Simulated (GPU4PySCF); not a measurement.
C₂₄H₁₀N₂O₄, SMILES c12ccc3C(=O)NC(=O)c4ccc(c1c34)c1c3c2ccc2C(=O)NC(=O)c(cc1)c32.

Coordinates come from a ωB97M-D3(BJ)/def2-SVP optimisation.

Calculation: SMD-B3LYP/6-31G* (GPU4PySCF).

Solvation free energies are E(SMD) − E(gas) at the gas-phase geometry, for 1 M in both phases. In vacuum the dipole moment is 0.00 D.

Estimate the solvation free energies in water, 1-octanol, n-hexane, 2-propanol. (Estimate from the structure and the level; the computed values follow.)


```
solvent     ΔG(solv) (kcal/mol)  its non-electrostatic (CDS) part  dipole (D)
----------  -------------------  --------------------------------  ----------
water                     -16.8                               8.7        0.00
1-octanol                 -18.2                               2.3        0.00
n-hexane                  -17.4                             -12.1        0.00
2-propanol                -20.7                               0.5        0.00
```
